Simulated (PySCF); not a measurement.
**C₆ coefficients of unlike pairs at PBE**

Calculated with PySCF 2.14 from the dipole response of each species, C₆(A,B) = (3/π) ∫ α_A(iu) α_B(iu) du, in atomic units, from isotropic polarisabilities. For ions this is the dispersion term alone; charge-induced terms of lower order in 1/R come first.

```tsv
species	configuration	basis	relativity	α (bohr³)	C₆ (like pair)
O³⁺	[He] 2s2 2p1 (2P)	aug-cc-pVDZ (4s3p2d)	none	1.351	1.236
Li⁺	1s2 (1S)	aug-cc-pCVTZ (7s6p4d2f)	none	0.1853	0.07231
F	[He] 2s2 2p5 (2P)	aug-cc-pCVQZ-DK (9s8p6d4f2g)	spin-free X2C	4.039	11.07
In³⁺	[Kr] 4d10 (1S)	aug-cc-pV5Z-PP with ECP28MDF (8s8p6d4f3g2h)	core potential	3.270	12.81
```

**Question.** Estimate C₆ for In³⁺ with O³⁺.

**Answer.** The integral gives 3.864. The combination rule 2 C_A C_B / (C_A α_B/α_A + C_B α_A/α_B) gives 3.822 and the geometric mean 3.978.

No spin-orbit coupling is included.

The other pairs:

```json
{"pair": "In³⁺, F", "C₆": "11.55"}
{"pair": "F, O³⁺", "C₆": "3.697"}
{"pair": "Li⁺, O³⁺", "C₆": "0.2674"}
{"pair": "F, Li⁺", "C₆": "0.7977"}
{"pair": "In³⁺, Li⁺", "C₆": "0.9350"}
```
